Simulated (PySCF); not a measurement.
C11H9NS, SMILES C(=Cc1cccs1)c1ccncc1 (GFN2-xTB optimised geometry):

```
22

C      0.484     0.047     0.000
C     -0.859    -0.011     0.000
C     -1.720     1.130     0.000
C     -3.093     1.130     0.000
C     -3.651     2.420     0.000
C     -2.706     3.398     0.000
S     -1.111     2.764     0.000
C      1.390    -1.081     0.000
C      0.975    -2.418     0.000
C      1.929    -3.417     0.000
N      3.234    -3.192     0.000
C      3.636    -1.932     0.000
C      2.771    -0.853     0.000
H      0.957     1.022     0.000
H     -1.374    -0.962     0.000
H     -3.677     0.227     0.000
H     -4.709     2.616     0.000
H     -2.847     4.460     0.000
H     -0.072    -2.676     0.000
H      1.639    -4.460     0.000
H      4.709    -1.785     0.000
H      3.155     0.156     0.000
```

Calculation: PBE0/def2-SVP (PySCF).

What are the frontier orbital energies and the dipole moment?

HOMO-2 -7.56 eV, HOMO-1 -7.17 eV, HOMO -6.20 eV, LUMO -2.00 eV, LUMO+1 -0.29 eV; dipole moment 3.41 D.

Meta-Löwdin charges at PBE0/def2-SVP: C1 -0.12, C2 -0.09, C3 -0.10, C4 -0.13, C5 -0.13, C6 -0.22, S7 0.24, C8 0.04, C9 -0.14, C10 0.02, N11 -0.25, C12 0.02, C13 -0.14, H14 0.10, H15 0.11, H16 0.12, H17 0.12, H18 0.13, H19 0.11, H20 0.11, H21 0.11, H22 0.11.
